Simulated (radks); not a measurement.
Coulomb parameter of the 5d shell of neutral tantalum in the model configuration [Xe] 4f14 5d1 6s2 6p2, as a second difference U = [E(n + 0.5) + E(n - 0.5) - 2 E(n)] / (0.5)^2 with all orbitals relaxed. "Bare": the charge of the atom changes with n. "Screened": the 6p shell takes up the change at fixed total charge, which measures U(5d,5d) + U(6p,6p) - 2 U(5d,6p). All-electron calculation, scalar-relativistic Kohn-Sham, PBE, spin-unpolarised, spherical densities, point nucleus. Program: a radial shooting solver on a logarithmic mesh with Libxc functionals.

case                       configuration  E - E(n) (eV)
start              [Xe] 4f14 5d1 6s2 6p2          0.000
bare +0.5        [Xe] 4f14 5d1.5 6s2 6p2         -3.424
bare -0.5        [Xe] 4f14 5d0.5 6s2 6p2          5.507
screened +0.5  [Xe] 4f14 5d1.5 6s2 6p1.5         -2.577
screened -0.5  [Xe] 4f14 5d0.5 6s2 6p2.5          3.044

U(bare) = 8.332 eV, U(screened by 6p) = 1.865 eV, against the Slater integral F0(5d,5d) = 12.710 eV with frozen orbitals. The step up makes a negative ion, whose loosely bound charge lowers the bare value.
